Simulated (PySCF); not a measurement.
**Excited states of SMILES C[Se]C=C=CC=O, C5H6OSe**

Method used: TDDFT CAM-B3LYP/def2-SVPD excited states, vertical, gas phase in PySCF. Geometry: GFN2-xTB.

Input:
```
{"job": {"kind": "states", "xc": "CAM-B3LYP", "basis": "def2-SVPD", "tpa": true, "nstates": 6, "nquad": 5, "ntriplets": 0}, "charge": 0, "multiplicity": 1}
C      1.946753     0.765123    -0.043031
Se     2.143706    -0.883025    -1.059388
C      0.362040    -1.549163    -0.848490
C     -0.487938    -1.038317    -0.023161
C     -1.338251    -0.409442     0.754127
C     -2.136582     0.721742     0.275778
O     -2.015642     1.272524    -0.788698
H      1.793445     0.526770     1.006818
H      2.861433     1.337961    -0.167694
H      1.096573     1.315502    -0.438619
H      0.152926    -2.400897    -1.477088
H     -1.494471    -0.722330     1.777790
H     -2.888381     1.064039     1.013928
```
Coordinates are in Å.

Command: `OMP_NUM_THREADS=1 python excited_run.py task.json out`

What does the run print?

H and L stand for HOMO and LUMO.
```
coarse grid: 53248 points
cycle   1  E = -2670.2085564046  dE =  2.036e-01  |g| = 7.922e-01  |ddm| = 8.563e+00
cycle   2  E = -2669.9532444970  dE =  2.553e-01  |g| = 1.428e+00  |ddm| = 2.283e+00
cycle   3  E = -2670.3447617104  dE = -3.915e-01  |g| = 7.207e-02  |ddm| = 1.442e+00
cycle   4  E = -2670.3455219981  dE = -7.603e-04  |g| = 5.094e-02  |ddm| = 1.969e-01
cycle   5  E = -2670.3460915641  dE = -5.696e-04  |g| = 1.418e-02  |ddm| = 1.028e-01
cycle   6  E = -2670.3461508319  dE = -5.927e-05  |g| = 4.824e-03  |ddm| = 3.464e-02
cycle   7  E = -2670.3461583884  dE = -7.556e-06  |g| = 1.466e-03  |ddm| = 1.439e-02
final grid: 112560 points
cycle   8  E = -2670.3461459733  dE = -4.239e-07  |g| = 1.651e-03  |ddm| = 8.421e-03
cycle   9  E = -2670.3461455198  dE =  4.535e-07  |g| = 2.389e-03  |ddm| = 4.762e-03
cycle  10  E = -2670.3461466181  dE = -1.098e-06  |g| = 2.754e-04  |ddm| = 2.472e-03
cycle  11  E = -2670.3461466370  dE = -1.884e-08  |g| = 9.471e-05  |ddm| = 5.338e-04
cycle  12  E = -2670.3461466410  dE = -4.025e-09  |g| = 3.972e-05  |ddm| = 5.067e-04
cycle  13  E = -2670.3461466415  dE = -4.966e-10  |g| = 8.285e-06  |ddm| = 9.586e-05
converged SCF energy = -2670.3461466415

Singlet excitations
state   eV       nm        f     d(h-e)  d(exc)  Lambda  PR(NTO)  |dmu|/D   mu/D   delta(TPA)   sigma/GM   main configurations
  1   3.2442   382.2   0.00086   1.412   3.351   0.445   1.058    4.011    5.062        5.12      0.020   H->L 0.86
  2   3.8093   325.5   0.00029   0.709   2.634   0.447   1.096    1.793    1.994        0.96      0.005   H-1->L 0.81
  3   4.8500   255.6   0.00522   0.315   2.985   0.489   1.093    1.962    3.445        9.03      0.078   H->L+1 0.78
  4   5.4682   226.7   0.12237   0.687   3.166   0.683   1.844    2.057    3.718       47.69      0.522   H-2->L 0.72, H->L+2 0.21
  5   5.6225   220.5   0.44563   1.200   3.062   0.552   1.816    3.080    4.141      192.22      2.226   H->L+2 0.47, H-2->L 0.19, H->L+4 0.10
  6   5.7557   215.4   0.09195   0.349   3.128   0.459   1.936                                            H-3->L 0.50, H->L+3 0.28
```

The calculation is non-relativistic, which matters for the atoms heavier than Zn.

It took 61 s wall time on 1 thread of an Arm Neoverse V1, shared host, peak memory 1 GiB.
